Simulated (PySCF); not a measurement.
isocyanic acid (CHNO), SMILES N=C=O.

Coordinates come from a PBE0-D3(BJ)/def2-TZVP optimisation.

Two levels are set side by side: PBE/def2-TZVPD (PySCF) and B3LYP/def2-TZVPD (PySCF). Same geometry, gas phase. Differences are taken from unrounded values.

| quantity | PBE |
|---|---|
| orbital gap (eV) | 6.46 |
| highest occupied level (eV) | -7.43 |
| lowest empty level (eV) | -0.97 |
| dipole moment (D) | 2.01 |
| mean polarisability (bohr³) | 23.3 |

Question: These are the PBE values. What does B3LYP give? (Estimate from the structure and the level; the computed values follow.)

Answer: 
```
quantity                     B3LYP  PBE minus B3LYP
---------------------------  -----  ---------------
orbital gap (eV)              8.26            -1.81
highest occupied level (eV)  -8.64             1.21
lowest empty level (eV)      -0.38            -0.60
dipole moment (D)             2.09            -0.08
mean polarisability (bohr³)   22.8              0.5
```

Without exact exchange PBE keeps part of each electron's self-repulsion, which lifts occupied levels and narrows the gap. Differences between two approximate levels are no errors against the true value.

Rough cost on one machine, each run with all the roots and properties that it gave: B3LYP against PBE within a factor of 2.
